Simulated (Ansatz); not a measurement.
An input meant for the cluster CrCl3 (charge 0, doublet).

```yaml
crystal:
  periodic: [false, false, false]
  atoms:
    - {symbol: Cr, position_ang: [-0.000092, -0.000081, 0.000189]}
    - {symbol: Cl, position_ang: [-1.134821, -1.720877, 0.500385]}
    - {symbol: Cl, position_ang: [2.118575, -0.068102, 0.073961]}
    - {symbol: Cl, position_ang: [-0.983672, 1.789069, -0.574545]}
basis:
  gaussian: {orbitals: "6-31G*", fitting: {mean_field: cc-pVTZ-jkfit}}
magnetization: {spin_polarized: true, initial_magnetization: 1}
hamiltonian: {xc: {name: PBE0}}
smearing: {width: 0.1}
output: {forces: true}
```

```sh
$ ansatz run in.yaml --threads 2 --pin off --events-out ev --progress --plain --max-ram 4352MiB
```

Output, abridged:

```
Error: YAML parse error: error: line 12 column 1: unknown field `smearing`, expected one of crystal, accuracy, basis, kpoints, hamiltonian, magnetization, projection, total_charge, correlation, batch, efield, external_charges, scf, relax, neb, saddle, md, ramp, phonons, dielectric, real_time, elastic, magnetic_configurations, gw, evaluate, workflow, output, checkpoint, execution
10 | magnetization: {spin_polarized: true, initial_magnetization: 1}
11 | hamiltonian: {xc: {name: PBE0}}
12 | smearing: {width: 0.1}
13 | output: {forces: true}
```

**Question.** Something in this input is off. What?

**Answer.** The input holds a key that doesn't belong there. The program refused the input.
